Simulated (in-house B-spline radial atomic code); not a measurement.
Results of a calculation; reference values are marked as such.
**Weak and strong correlation along the adiabatic connection**

Two-electron singlets in several external potentials (atomic units), by full CI in B-splines with partial waves to l = 8 (correlation energies up to 0.6 % small). The repulsion is scaled by λ at fixed density; W(λ) is the mean repulsion less the Hartree energy, W(0) = E_x, and the area under W from 0 to 1 is E_xc.

Relative drop (W(λ) − E_x)/E_x:

```tsv
system	λ = 0.12	λ = 0.25	λ = 0.4	λ = 0.6	λ = 0.8	λ = 1
ω²r²/2 − Z/r, ω = 0.0444, Z = 1	0.0291	0.0565	0.0837	0.1141	0.1393	0.1603
−Z exp(−kr)/r, Z = 8.32, k = 1.01	0.0023	0.0047	0.0075	0.0111	0.0147	0.0182
ω²r²/2 − Z/r, ω = 0.0572, Z = 0.7	0.0376	0.0714	0.1035	0.1378	0.1649	0.1869
ω²r²/2 − Z/r, ω = 0.166, Z = 1.5	0.0148	0.0297	0.0455	0.0646	0.0819	0.0975
ω²r²/2 − Z/r, ω = 0.101, Z = 0.3	0.0407	0.0762	0.1088	0.1426	0.1687	0.1895
−Z exp(−kr)/r, Z = 2.37, k = 0.0387	0.0089	0.0182	0.0284	0.0411	0.0530	0.0642
−V exp(−r²/w²), V = 27.8, w = 0.858	0.0056	0.0115	0.0181	0.0266	0.0347	0.0425
```

(1) Order the systems by how far second-order (GL2) theory, half the initial slope (estimated from the first points of each curve), overshoots the correlation energy, least first.
A. ω²r²/2 − Z/r, ω = 0.0572, Z = 0.7
B. −V exp(−r²/w²), V = 27.8, w = 0.858
C. ω²r²/2 − Z/r, ω = 0.0444, Z = 1
D. ω²r²/2 − Z/r, ω = 0.166, Z = 1.5
E. ω²r²/2 − Z/r, ω = 0.101, Z = 0.3
F. −Z exp(−kr)/r, Z = 8.32, k = 1.01
G. −Z exp(−kr)/r, Z = 2.37, k = 0.0387

(2) What else changes along this order?

Results:

(1) F (GL2/E_c = 1.03), B (GL2/E_c = 1.08), G (GL2/E_c = 1.12), D (GL2/E_c = 1.20), C (GL2/E_c = 1.39), A (GL2/E_c = 1.52), E (GL2/E_c = 1.62).

(2) The ratio follows the bend of the curve. With it the leading natural occupation goes from 1.999 to 1.873 and −T_c/E_c from 0.97 to 0.63 between the first and the last.
